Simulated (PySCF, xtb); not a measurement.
chlorobenzene (C6H5Cl), SMILES Clc1ccccc1.

Harmonic wavenumbers (cm⁻¹) from xtb with GFN2-xTB at its own minimum, in rising order: 177, 275, 373, 387, 444, 585, 648, 684, 751, 871, 895, 925, 929, 964, 1078, 1108, 1112, 1179, 1190, 1269, 1317, 1431, 1447, 1583, 1588, 3084, 3088, 3097, 3104, 3106.

Q: What does PBE-D3(BJ)/def2-SVP (PySCF) give at its own minimum? (Estimate from the structure and the level; the computed values follow.)

A: 183, 291, 406, 410, 471, 605, 691, 699, 735, 815, 891, 955, 981, 982, 1021, 1062, 1082, 1134, 1146, 1267, 1371, 1431, 1458, 1599, 1601, 3115, 3123, 3136, 3144, 3146. Paired by order, the mean absolute difference is 29 cm⁻¹ and the zero-point energies are 55.3 and 55.7 kcal/mol.
